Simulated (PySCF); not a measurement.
# AsPb⁺: frontier orbitals

LDA at R = 2.706 Å; PySCF, scalar-relativistic core potentials, basis sets As cc-pVDZ-PP with ECP10, Pb cc-pVDZ-PP with ECP60. State: ³Σ⁻ (triplet), unpaired electrons π ↑↑. Only the outer orbitals are listed, counted within each symmetry, core potentials removing the inner ones.

```json
{"spin": "α", "orbital": "7σ", "occ.": "1", "ε (eV)": "-21.09", "on As (%)": "77", "main shells (%)": "76 As s, 20 Pb s"}
{"spin": "α", "orbital": "8σ", "occ.": "1", "ε (eV)": "-18.25", "on As (%)": "24", "main shells (%)": "76 Pb s, 21 As s"}
{"spin": "α", "orbital": "9σ", "occ.": "1", "ε (eV)": "-11.49", "on As (%)": "61", "main shells (%)": "58 As p, 35 Pb p"}
{"spin": "α", "orbital": "5π", "occ.": "1", "ε (eV)": "-11.42", "on As (%)": "78", "main shells (%)": "78 As p, 20 Pb p"}
{"spin": "α", "orbital": "5π", "occ.": "1", "ε (eV)": "-11.42", "on As (%)": "78", "main shells (%)": "78 As p, 20 Pb p"}
{"spin": "α", "orbital": "6π", "occ.": "0", "ε (eV)": "-9.14", "on As (%)": "21", "main shells (%)": "79 Pb p, 21 As p"}
{"spin": "α", "orbital": "6π", "occ.": "0", "ε (eV)": "-9.14", "on As (%)": "21", "main shells (%)": "79 Pb p, 21 As p"}
{"spin": "α", "orbital": "10σ", "occ.": "0", "ε (eV)": "-6.44", "on As (%)": "32", "main shells (%)": "66 Pb p, 34 As p"}
{"spin": "β", "orbital": "7σ", "occ.": "1", "ε (eV)": "-20.20", "on As (%)": "64", "main shells (%)": "62 As s, 33 Pb s"}
{"spin": "β", "orbital": "8σ", "occ.": "1", "ε (eV)": "-17.79", "on As (%)": "36", "main shells (%)": "63 Pb s, 34 As s"}
{"spin": "β", "orbital": "9σ", "occ.": "1", "ε (eV)": "-11.01", "on As (%)": "57", "main shells (%)": "55 As p, 40 Pb p"}
{"spin": "β", "orbital": "5π", "occ.": "0", "ε (eV)": "-10.37", "on As (%)": "57", "main shells (%)": "57 As p, 42 Pb p"}
{"spin": "β", "orbital": "5π", "occ.": "0", "ε (eV)": "-10.37", "on As (%)": "57", "main shells (%)": "57 As p, 42 Pb p"}
{"spin": "β", "orbital": "6π", "occ.": "0", "ε (eV)": "-8.53", "on As (%)": "42", "main shells (%)": "58 Pb p, 42 As p"}
```

Task: Which are the highest filled and the lowest empty level, where do they sit, and how wide is the gap?

Result: Highest filled β 9σ at -11.01 eV (in %: 55 As p, 40 Pb p); lowest empty β 5π at -10.37 eV (in %: 57 As p, 42 Pb p); the gap at LDA is 0.64 eV.

- bond order (Mayer): 1.62
- ⟨S²⟩: 2.003
- charge on As (Mulliken, basis-dependent): 0.23
- charge on As (Löwdin, basis-dependent): 0.24
- dipole moment (positive dipole points towards Pb; it is taken about the centre of mass and depends on that origin): 0.17 D
- polarisability along the bond: 109.2 bohr³
- polarisability across the bond: 32.1 bohr³

These are scalar-relativistic numbers at best; spin–orbit coupling would shift them, the dissociation energy most. The state is the lowest determinant that a PBE0 search found; another state may lie lower at other levels.
